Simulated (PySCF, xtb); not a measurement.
C3H5FSi, SMILES C(F)=C=C[SiH3].

GFN2-xTB (xtb) at its own geometry gives an orbital gap of 3.92 eV and a dipole moment of 2.71 D.

The structure is a stationary point at PBE0-D3(BJ)/def2-SVP. The structure was generated by enumeration, and PubChem lists no compound with its InChIKey, so it may never have been made.

Problem. What does PBE/def2-TZVP (PySCF) give? (Estimate from the structure and the level; the computed values follow.)

Solution. gap 3.99 eV (levels -6.03 and -2.05 eV), dipole 1.36 D.
